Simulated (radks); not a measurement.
The numbers below are computed, except where a source is named.
All-electron atom: Yb3+ in [Xe] 4f11 6s2 (not the ground configuration).

Level of theory: Dirac Kohn-Sham, LDA (Slater exchange, Perdew-Wang correlation), spin-unpolarised, spherical densities, finite nucleus; open shells fill j = l - 1/2 first; Fermi nuclear charge, rms radius 5.3108 fm (a radial shooting solver on a logarithmic mesh with Libxc functionals).

Energy parts (eV):
part                      energy
total                 -382660.73
kinetic                424931.61
electron-nucleus      -946665.45
Hartree                146785.51
exchange-correlation    -7712.39

Orbitals (lengths in bohr, moments of r in powers of bohr; r(max) is where P^2 peaks):
orbital  occ.  eigenvalue (eV)   r(max)
1s1/2       2        -61153.24  0.01238
2s1/2       2        -10405.71  0.07083
2p1/2       2        -9932.565  0.05297
2p3/2       4        -8886.974  0.05940
3s1/2       2        -2393.013   0.1999
3p1/2       2        -2183.402   0.1876
3p3/2       4        -1961.632   0.2009
3d3/2       4        -1602.899   0.1581
3d5/2       6        -1554.426   0.1618
4s1/2       2        -518.1163   0.4552
4p1/2       2        -433.1414   0.4561
4p3/2       4        -382.1709   0.4845
4d3/2       4        -241.7889   0.4842
4d5/2       6        -232.4077   0.4933
5s1/2       2        -101.3450    1.040
5p1/2       2         -76.1197    1.115
5p3/2       4         -68.3026    1.192
4f5/2       6         -59.9217   0.4691
4f7/2       5         -58.3679   0.4740
6s1/2       2         -29.3858    2.467

The highest occupied level is 6s1/2 at -29.386 eV. Summed over all electrons, <r^2> = 43.47 bohr^2, which gives a Langevin (diamagnetic) susceptibility term of -34.4 x 10^-6 cm^3/mol. The electron density at the nucleus is 1.023e+06 e/bohr^3. The density falls to 0.001 e/bohr^3 at r = 4.09 bohr.
